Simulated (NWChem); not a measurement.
# C$_{4}$H$_{4}$OS; SMILES O1C=CSC=C1

Program: NWChem. Coordinates come from a PBE0/def2-SVP optimisation.

**Question.** Among these, which level gives the highest value of “dipole (D)”?
A) Hartree-Fock/def2-SVP
B) Hartree-Fock/def2-TZVP
C) Hartree-Fock/def2-SVPD
D) Hartree-Fock/def2-TZVPP

**Answer.** A, Hartree-Fock/def2-SVP. Values: Hartree-Fock/def2-SVPD 0.92; Hartree-Fock/def2-TZVPP 0.92; Hartree-Fock/def2-TZVP 0.93; Hartree-Fock/def2-SVP 0.98
